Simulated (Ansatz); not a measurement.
Basis-set extrapolation for C₈H₁₈MgO₂ (`CC(C)(C)[O][Mg][O]C(C)(C)C`) (PBE0-D4/def2-TZVP geometry, frozen core, the Gaussian-basis code of Ansatz). Multiplicity 1, RHF reference. For Mg the program correlates outer-core shells too, which these sets cover unevenly, so the extrapolated numbers aren't a true limit.

```
                      def2-TZVPP   def2-QZVPP
                 HF  -663.034643  -663.066877
    MP2 correlation    -2.083342    -2.252529
CCSD(T) correlation    -2.253480      not run
```

Energies in hartree. Use E(X) = E(∞) + A·exp(−7.88·√X) for Hartree–Fock and E(X) = E(∞) + B·X^(−2.97) for correlation, with X = 3 and 4, and add CCSD(T) minus MP2 of the smaller set to the MP2 limit.

Question: What is the CCSD(T) energy at the basis-set limit?

Answer: HF limit: -663.066877 + (-0.032234) × 0.13774 = -663.07132. MP2 limit: -2.252529 + (-0.169187) × 0.74074 = -2.37785. Higher-order term: -2.253480 − (-2.083342) = -0.17014. Total: -665.61931 hartree, 869.5 kJ/mol below CCSD(T)/def2-TZVPP.
